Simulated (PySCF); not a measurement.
**How methods differ on the ionisation energy of In³⁸⁺**

In³⁸⁺ [Ne] 3s1 (2S) → In³⁹⁺ [Ne] (1S), as a difference of total energies. Computed with PySCF 2.14 in an uncontracted even-tempered set (18 s from 6.6 bohr⁻², ratio 2.5; 12 p from 8.6 bohr⁻², ratio 2.5; 4 d from 32 bohr⁻², ratio 2.7; 4 f from 48 bohr⁻², ratio 2.7), with scalar relativity by spin-free X2C-1e. Correlated levels: outer shells: 1s2 frozen; virtual orbitals above 40 to 60 times the deepest correlated orbital energy dropped. The calculations carry no spin-orbit coupling.

```json
{"method": "UHF", "ionisation energy (eV)": "2628.0", "difference from reference (eV)": "-0.8"}
{"method": "LDA", "ionisation energy (eV)": "2630.7", "difference from reference (eV)": "+1.9"}
{"method": "PBE", "ionisation energy (eV)": "2633.4", "difference from reference (eV)": "+4.6"}
{"method": "PBE0", "ionisation energy (eV)": "2632.2", "difference from reference (eV)": "+3.4"}
{"method": "r2SCAN", "ionisation energy (eV)": "2627.4", "difference from reference (eV)": "-1.4"}
{"method": "B2PLYP", "ionisation energy (eV)": "2631.3", "difference from reference (eV)": "+2.5"}
{"method": "TPSSh", "ionisation energy (eV)": "2631.1", "difference from reference (eV)": "+2.3"}
{"method": "MP2 (outer shells)", "ionisation energy (eV)": "2628.7", "difference from reference (eV)": "-0.1"}
{"method": "SCS-MP2 (outer shells)", "ionisation energy (eV)": "2628.6", "difference from reference (eV)": "-0.2"}
```

Reference: 2628.77 ± 0.08 eV (semi-empirical (NIST evaluation); NIST Atomic Spectra Database, ionization energies).

Breit and QED terms and the two-electron picture change are absent.
